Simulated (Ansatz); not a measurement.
C2H8BN can be A, `BCCN`, or B, `CBNC`.

Program: Ansatz. Geometries: PBE0-D4/def2-TZVP. ΔE: electronic, gas phase. CCSD(T)/CBS is the MP2 limit (def2-TZVPP, def2-QZVPP) plus CCSD(T) − MP2 in def2-TZVPP, frozen cores. Functionals use def2-TZVPP. B3LYP here is the variant with VWN-RPA as its local correlation; programs differ in this. Each species was taken in one conformer, which may not be the lowest.

Which isomer does CCSD(T)/CBS put lower? Give the gap. (Estimate.)

The calculation gave: B, by 46.6 kcal/mol.

Give E(B) − E(A) in kcal/mol with PBE-D4, CCSD(T)/def2-TZVPP, B3LYP-D4, PBE0-D4, B3LYP, r2SCAN-D4, LDA (SPW92). (Estimate.)

Computed: PBE-D4 -47.9, CCSD(T)/def2-TZVPP -46.8, B3LYP-D4 -48.0, PBE0-D4 -47.3, B3LYP -48.2, r2SCAN-D4 -48.0, LDA (SPW92) -50.0. None reverses the order clearly.

Does the order hold for the free energy at 298.15 K (harmonic terms from PBE0-D4)? (Best estimate.)

Ansatz gave: Yes: G(B) − G(A) = -44.8 kcal/mol, for one conformer each.

Largest T1 diagnostic: 0.011.

Leaving LDA and LC-ωPBE aside and taking each functional with its dispersion term where it has one, the values, not all of them listed here, spread over 2.3 kcal/mol, from BLYP-D4 to ωB97X-V. LDA lies −2.0 kcal/mol from PBE without D4. At CCSD(T), def2-SVP lies −3.1 kcal/mol from the extrapolated value and def2-TZVPP −0.2 kcal/mol.
